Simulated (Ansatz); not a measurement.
CH6Cl2Si2, SMILES `[SiH3]C[SiH](Cl)Cl`, relaxed with RKS PBE0-D4/def2-TZVP in Ansatz 0.2.0 from a PBE-D4/def2-SVP geometry. The force threshold is 0.005 eV/Å; the program also tests the step.

The species carries charge 0 and has multiplicity 1.

Start:

```xyz
11

Si    0.107   -1.575    0.389
C     0.185    0.295    0.735
Si   -0.185    1.426   -0.705
Cl   -2.113    1.062   -1.390
Cl    1.164    1.052   -2.241
H     0.431   -2.327    1.652
H    -1.272   -1.956   -0.067
H     1.104   -1.944   -0.671
H     1.202    0.547    1.110
H    -0.532    0.539    1.550
H    -0.091    2.881   -0.362
```

| step | energy (eV) | largest force (eV/Å) | largest move (Å) |
| --- | --- | --- | --- |
| 1 | -41924.3193 | 0.537 | 0.000 |
| 2 | -41924.3644 | 0.139 | 0.033 |
| 3 | -41924.3677 | 0.051 | 0.021 |
| 4 | -41924.3680 | 0.015 | 0.007 |
| 5 | -41924.3680 | 0.022 | 0.014 |
| 6 | -41924.3681 | 0.006 | 0.003 |
| 7 | -41924.3681 | 0.001 | 0.001 |

End:

```xyz
11

Si    0.106   -1.564    0.390
C     0.184    0.286    0.718
Si   -0.184    1.412   -0.698
Cl   -2.084    1.074   -1.384
Cl    1.142    1.074   -2.222
H     0.423   -2.292    1.647
H    -1.255   -1.952   -0.058
H     1.095   -1.945   -0.648
H     1.187    0.534    1.083
H    -0.522    0.529    1.522
H    -0.093    2.844   -0.350
```

Hardware: 4 threads of an Arm Neoverse V2 on a shared host. Wall time 31 s, peak host memory 0.71 GiB.
